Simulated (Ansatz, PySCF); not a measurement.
Molecule: GeCl2, net charge 0, singlet state. SMILES: [Cl][Ge][Cl]
Structure (B3LYP-D3(BJ)/def2-TZVP (Ansatz, a first-principles code) minimum search):
```
Ge
Cl 1 2.2046
Cl 1 2.2046 2 100.44
```

Property: vertical triplet-singlet gap, E(triplet) - E(singlet), in eV. Set-up: open shells spin-unrestricted; non-relativistic; no dispersion term unless named; LANL2DZ with its own core potentials from Na on; no spin-orbit coupling; frozen cores in correlated levels (noble-gas shells and the d and f shells of earlier blocks); 6-31G* and kin with 6d, 5d where marked; each state is the SCF solution reached for its charge and spin. First-principles rows: single points at B3LYP-D3(BJ) geometries (Ansatz). Levels can end on unlike triplets.

```
level                                    program  vertical triplet-singlet gap, E(triplet) - E(singlet) (eV)
---------------------------------------  -------  ----------------------------------------------------------
HF/6-31G*                                 Ansatz                                                        2.12
PBE/6-31G*                                Ansatz                                                        2.83
PBE/6-31G* with LANL2DZ past Ar           Ansatz                                                        2.61
B3LYP/STO-3G                              Ansatz                                                        2.44
B3LYP/3-21G                               Ansatz                                                        2.85
B3LYP/6-31G*                              Ansatz                                                        2.91
B3LYP/6-31G* with LANL2DZ past Ar         Ansatz                                                        2.64
M06-2X/6-31G* with LANL2DZ past Ar (5d)    PySCF                                                        2.84
MP2/6-31G*                                Ansatz                                                        2.64
MP2/6-31G* with LANL2DZ past Ar           Ansatz                                                        2.43
B3LYP/def2-TZVPD                          Ansatz                                                        2.90
M06-2X/def2-TZVPD                          PySCF                                                        2.58
wB97M-V/def2-TZVPD                        Ansatz                                                        2.92
```

No value to compare with is used here. The 10 habitual levels span 2.12 (HF/6-31G*) to 2.91 eV (B3LYP/6-31G*); M06-2X/def2-TZVPD gives 2.58.

The levels are drawn from those run, B3LYP/6-31G* more often than the rest, none by its result; runs whose electronic state is in doubt are left out.
